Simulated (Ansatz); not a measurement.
Frontier orbitals of CH3NO4Zr, SMILES `O=C=[N][Zr]([OH])([OH])[OH]`.

Total charge 0; spin multiplicity 1. Correlated methods include outer-core shells of Zr, which these sets cover unevenly. Zr: def2 effective core potential. All single points use the PBE0-D4/def2-TZVP geometry. It is one conformer, not always the lowest. Basis def2-TZVPP, Ansatz 0.2.0.

```
functional  HOMO (eV)  LUMO (eV)
     B3LYP      -7.90      -0.64
```

(1) Give HOMO and LUMO (eV) with LDA (SPW92), PBE, revPBE, BLYP, r2SCAN, B97M-V, PBE0, r2SCANh, r2SCAN0, HSE06 (plane-wave form), BHLYP, CAM-B3LYP, LC-ωPBE, ωB97X-V, ωB97M-V. (Best estimate.)

Results:

(1) Computed: 
| functional | HOMO | LUMO |
| --- | --- | --- |
| LDA (SPW92) | -6.97 | -1.48 |
| PBE | -6.73 | -1.22 |
| revPBE | -6.64 | -1.12 |
| BLYP | -6.60 | -1.11 |
| r2SCAN | -7.05 | -1.01 |
| B97M-V | -7.05 | -0.94 |
| PBE0 | -8.14 | -0.36 |
| r2SCANh | -7.58 | -0.70 |
| r2SCAN0 | -8.38 | -0.22 |
| HSE06 (plane-wave form) | -7.74 | -0.73 |
| BHLYP | -9.47 | 0.07 |
| CAM-B3LYP | -9.51 | 0.21 |
| LC-ωPBE | -10.82 | 1.18 |
| ωB97X-V | -10.47 | 1.08 |
| ωB97M-V | -10.38 | 0.50 |

B3LYP here is the variant with VWN-RPA as its local correlation; programs differ in this. LC-ωPBE has ω = 0.4 bohr⁻¹. Positive LUMOs are unbound and depend on the basis.
